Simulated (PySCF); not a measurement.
Bi(OH)(TeH)2 (BiH3OTe2), SMILES [OH][Bi]([TeH])[TeH].

Coordinates come from a PBE0-D3(BJ)/def2-SVP optimisation. The structure was generated by enumeration; whether it is a known compound was not checked. The def2 effective core potentials stand for the cores of Bi, Te; spin–orbit coupling is left out. Other conformers were not sampled.

Two levels are set side by side: PBE/def2-TZVP (PySCF) and r2SCAN/def2-TZVP (PySCF). Same geometry, gas phase. Differences are taken from unrounded values.

```
quantity                     r2SCAN    PBE  PBE minus r2SCAN
---------------------------  ------  -----  ----------------
orbital gap (eV)               3.15   2.76             -0.38
highest occupied level (eV)   -5.76  -5.50              0.26
lowest empty level (eV)       -2.61  -2.74             -0.13
dipole moment (D)              1.28   1.22             -0.06
mean polarisability (bohr³)   134.2  137.6               3.4
```

Rough cost on one machine, each run with all the roots and properties that it gave: r2SCAN against PBE about 2 times.
